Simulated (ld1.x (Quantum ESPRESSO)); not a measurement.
**Si, PAW: configuration errors across variants**

ld1.x (Quantum ESPRESSO) 7.5 input, shortened:

```
&input
   title='Si', zed=14., rel=1, dft='BP', iswitch=3,
   config='[Ne] 3s2 3p0'
 /
 &inputp
   pseudotype=3, lpaw=.true., tm=.true., lloc=-1, rcloc=1.50,
   nlcc=.true., new_core_ps=.true., rcore=1.25,
   which_augfun='PSQ', rmatch_augfun_nc=.true.
 /
4
3S  1  0   2.00   0.00  1.20  1.65  0.0
3S  1  0   0.00   2.15  1.20  1.65  0.0
3P  2  1   0.00   0.00  1.80  2.10  0.0
3P  2  1   0.00  -0.55  1.80  2.10  0.0
 &test
   configts(1)='3s2 3p0'
 /
```

All-electron excitation energies from the reference (eV): (1) 3s2 3p2 -23.941; (2) 3s2 3p1 -16.102; (3) 3s1 3p0 34.123; (4) 3s2 3p2.3 -24.902; (5) 3s1 3p2 -8.661; (6) 3s2 3p1.5 -20.970; (7) 3s1 3p3 -17.118.

3 further variants failed, have other tests or another functional or relativity, and are left out.

Errors AE − PS in meV (a dash: test not solved or not reliable):

```csv
change,(1),(2),(3),(4),(5),(6),(7),bound ghosts
base,-6.6,-3.4,-24,-6.8,-1.2,-5.5,-3.3,none
local potential all-electron potential smoothed inside 1.80 bohr (lloc = -1),-6.6,-3.4,-24,-6.8,-1.2,-5.5,-3.3,none
local potential all-electron potential smoothed inside 2.44 bohr (lloc = -1),-6.5,-3.4,-24,-6.7,-1.1,-5.4,-3.3,none
"wave 3p channel at -0.55 Ry: rcut 1.80, rcutus 2.10 bohr becomes 3p channel at 1.07 Ry: rcut 1.80, rcutus 2.10 bohr",-5.9,-3.3,-24,-5.9,-0.8,-5.1,-2.3,none
"all radii but the core radius scaled by about 0.92 (s 1.52, p 1.94 bohr, rcut 1.12/1.66); local potential all-electron potential smoothed inside 1.38 bohr (lloc = -1)",-6.2,-3.2,-23,-6.4,-1.2,-5.2,-3.3,none
"waves 3s (bound): rcut 1.20, rcutus 2.16 bohr; 3s channel at 2.15 Ry: rcut 1.20, rcutus 2.16 bohr",-6.2,-3.3,-24,-6.3,-0.8,-5.3,-2.8,none
"waves 3p (bound): rcut 1.80, rcutus 2.64 bohr; 3p channel at -0.55 Ry: rcut 1.80, rcutus 2.64 bohr",-6.7,-3.3,-24,-7.0,-1.4,-5.4,-3.9,none
"core correction a·sin(br)/r model core, default radius (ld1.x builds one for every PAW set, though the input has nlcc=.false.)",-5.3,-3.3,-22,-5.2,+5.7,-4.7,+5.1,none
```

Question: Give the same row for: core correction Bessel-smoothed model core inside 1.40 bohr.

Answer: -6.6, -3.4, -24, -6.8, -1.1, -5.5, -3.3; bound ghosts: none.
